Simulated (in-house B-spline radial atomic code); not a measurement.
A run on Co- that did not converge. Method: scalar-relativistic (X2C) B97-1, spin-polarised, spherical fractional occupations, exact exchange averaged over the configuration, Fermi nucleus of rms radius 3.7875 fm; computed with a B-spline radial code for spherical atoms.

Command:
```bash
python run_scf.py task.json out
```
Settings (nuclear radius in fm, mass in u):
```
Z                27
configuration    [Ar] 3d8 4s2
hamiltonian      x2c
method           b97_1
spin_polarised   True
nucleus          fermi
rms_radius       3.7875
atomic_mass      58.93319
speed_of_light   137.035999084
exact_exchange   averaged over the configuration
```

First and last ten iterations of the last attempt (damped for 15 steps, keeping 80 % of the old Fock matrix, then DIIS):
```
 iter        energy (Eh)    residual
    1       -1391.407658    3.30e-01
    2       -1389.103642    3.42e-01
    3       -1391.837465    1.87e-01
    4       -1392.899501    8.37e-02
    5       -1389.676278    1.32e-01
    6       -1392.487505    1.15e-01
    7       -1393.024771    4.48e-02
    8       -1393.163201    2.29e-02
    9       -1393.188913    1.36e-02
   10       -1390.421395    1.46e-01
  111       -1390.407436    1.39e-01
  112       -1390.413515    1.39e-01
  113       -1390.413917    1.39e-01
  114       -1390.411212    1.39e-01
  115       -1390.408351    1.39e-01
  116       -1393.192213    9.26e-03
  117       -1390.371010    1.42e-01
  118       -1390.370579    1.42e-01
  119       -1390.431373    1.39e-01
  120       -1393.195349    6.34e-03
 not converged after 120 iterations
```

The smallest residual met was 2.7e-03; the threshold is about 3e-07. No energy from this run should be used. Run time, properties included: 7.3 s on 1 thread of Arm Neoverse N1, with other jobs on the host.
